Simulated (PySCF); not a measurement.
Ligand exchange on a metal centre used in film growth or etching (Hf OH-NH2). Isolated molecules, 0 K electronic values unless said otherwise. One relaxed conformer stands for each flexible species; it need not be the lowest.

The LUMO from two functionals at the same geometries (BP86-D3(BJ)/def2-SVP), both in PySCF: PBE-D3(BJ)/def2-TZVP and B3LYP-D3(BJ)/def2-TZVP. B3LYP has the VWN-RPA correlation part, as in Gaussian. 

```json
[
 {"species": "0 of 4 OH replaced by NH2 ([Hf(OH)4])", "PBE-D3(BJ)/def2-TZVP (eV)": "-0.62", "B3LYP-D3(BJ)/def2-TZVP (eV)": "-0.23"},
 {"species": "3 of 4 OH replaced by NH2 ([Hf(OH)(NH2)3])", "PBE-D3(BJ)/def2-TZVP (eV)": "-0.57", "B3LYP-D3(BJ)/def2-TZVP (eV)": "-0.18"},
 {"species": "4 of 4 OH replaced by NH2 ([Hf(NH2)4])", "PBE-D3(BJ)/def2-TZVP (eV)": "-0.57", "B3LYP-D3(BJ)/def2-TZVP (eV)": "-0.18"}
]
```

Over these rows, drawn at random from the members with no instability flagged (it was tested for open shells, ions and some series alone), PBE minus B3LYP-D3(BJ): mean -0.39 eV, from -0.39 eV to -0.39 eV.
